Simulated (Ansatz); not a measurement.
CH5NOZn, SMILES `NC[O][ZnH]`. The species carries charge 0 and has multiplicity 1. All single points use the PBE0-D4/def2-TZVP geometry. It is one conformer, not always the lowest.

```xyz
9

N    -0.836    0.587    0.735
C     0.596    0.558    0.632
O     1.153   -0.255   -0.359
Zn    0.208   -1.250   -1.489
H    -1.293    0.967   -0.084
H    -1.242   -0.303    0.989
H     0.984    0.238    1.607
H     0.930    1.590    0.466
H    -0.499   -2.132   -2.498
```

Problem. What is the dipole moment at ωB97M-V/def2-TZVPP? (Best estimate.)

Solution. Ansatz gave: 1.51 D, with components (-1.18, -0.64, -0.70) D in this frame, pointing from negative to positive charge.

Problem. And with PBE, r2SCAN, B3LYP? (An estimate is asked.)

Solution. Ansatz gave: PBE 1.33 D, r2SCAN 1.40 D, B3LYP 1.46 D.

Problem. Give the Mulliken charges with ωB97M-V, r2SCAN, PBE in def2-TZVPP. (Estimate.)

Solution. The calculation gave: 
```
atom  ωB97M-V  r2SCAN    PBE
  N1    -0.31   -0.36  -0.33
  C2     0.09    0.26   0.09
  O3    -0.47   -0.48  -0.37
 Zn4     0.34    0.35   0.24
  H5     0.11    0.14   0.14
  H6     0.11    0.14   0.14
  H7     0.09    0.03   0.07
  H8     0.09    0.03   0.07
  H9    -0.07   -0.10  -0.06
```

B3LYP here is the variant with VWN-RPA as its local correlation; programs differ in this.
